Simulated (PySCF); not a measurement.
Isomers of C10H18O, from PBE0-D3(BJ)/def2-SVP geometry optimisation, gas phase in PySCF 2.14.0. One conformer each, no zero-point energy, no frequencies.

Task: Which isomer lies lower at this level?
A. `[CH3:1][C@@:2]12[CH2:3][CH2:4][C@@H:5]([CH2:6]1)[C:7]([CH3:8])([CH3:9])[C@@H:10]2[OH:11]` with C7–C10–O11–H -63°: A = 1525, B = 1109, C = 986.5 MHz, dipole 1.50 D
B. `[CH2:1]=[C:2]1[CH2:3][CH2:4][CH2:5][CH2:6][C@H:7]1[O:8][CH:9]([CH3:10])[CH3:11]` with C6–C7–O8–C9 -170°, C7–O8–C9–C10 -157°, C1–C2–C3–C4 -124°, C2–C3–C4–C5 -53°, C3–C4–C5–C6 55°, C4–C5–C6–C7 -56°: A = 1624, B = 768.2, C = 706.5 MHz, dipole 0.59 D

Result: A. That is alpha-fenchol (`CC1(C)[C@H]2CC[C@](C)(C2)[C@H]1O`), 16.7 kcal/mol below the other.

```tsv
SMILES	mapped SMILES	E (Eh)	relative (kcal/mol)	relative (kJ/mol)	dipole (D)
CC1(C)[C@H]2CC[C@](C)(C2)[C@H]1O	[CH3:1][C@@:2]12[CH2:3][CH2:4][C@@H:5]([CH2:6]1)[C:7]([CH3:8])([CH3:9])[C@@H:10]2[OH:11]	-466.27747	0.0	0.0	1.50
C=C1CCCC[C@H]1OC(C)C	[CH2:1]=[C:2]1[CH2:3][CH2:4][CH2:5][CH2:6][C@H:7]1[O:8][CH:9]([CH3:10])[CH3:11]	-466.25078	16.7	70.1	0.59
```

As drawn, the lower has an O–H bond and a quaternary carbon, which the higher lacks; the higher has a C=C bond outside aromatic rings, which the lower lacks.
